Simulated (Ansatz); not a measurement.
W₄Se₈⁻. Total charge -1; doublet. Geometry PBE-D4/def2-SVP, basis def2-TZVP, Ansatz.

Cartesian coordinates in Å:
```
W -0.059 1.346 1.833
W 0.216 1.257 -1.069
W -0.986 -0.806 -0.400
W 1.352 -0.927 0.576
Se 0.086 2.694 3.704
Se -0.573 -1.073 2.187
Se -2.594 -1.508 -2.284
Se -0.629 -2.806 -1.759
Se 2.131 1.446 0.547
Se 2.569 -2.765 -0.156
Se 0.408 1.438 -3.371
Se -1.920 1.706 0.194
```

| run | HOMO (eV) | LUMO (eV) |
| --- | --- | --- |
| A | -1.61 | -1.37 |
| B | -2.75 | -1.14 |
| C | -1.82 | -1.54 |
| D | -2.08 | -1.61 |

In the def2 sets W takes a core potential; there is no spin–orbit coupling. Single mean-field runs in def2-TZVP are fitted with def2-universal-jkfit. Another isomer (doublet) lies 1.63 eV lower at PBE0-D4/def2-TZVP; other spin states weren't run for this one.

HOMO and LUMO are taken over both spins.

Q: The runs used BLYP, PBE, PBE0, r2SCAN. Estimate which is which.

A: A BLYP (0 % exact exchange); B PBE0 (25 % exact exchange); C PBE (0 % exact exchange); D r2SCAN (0 % exact exchange). Exact exchange lowers occupied and raises empty levels; among semilocal functionals meta-GGAs tend to open the gap a little, and such runs are hard to tell apart. The gap grows from 0.24 eV (BLYP) to 1.61 eV (PBE0).
